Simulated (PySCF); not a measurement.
A calculated (UHF, PySCF 2.14, 6-31G*, the non-relativistic Hamiltonian (point nucleus)) atom or ion has these occupied shells.

| shell | electrons | orbital energy (eV) | rms radius, mean of both spins (bohr) |
| --- | --- | --- | --- |
| 1s α | 1 | -240.68 | 0.378 |
| 1s β | 1 | -239.19 | 0.378 |
| 2s α | 1 | -37.769 | 1.78 |

Problem. Name the element and its charge.

Solution. B²⁺ (boron, charge +2), in [He] 2s1, 2S determinant.
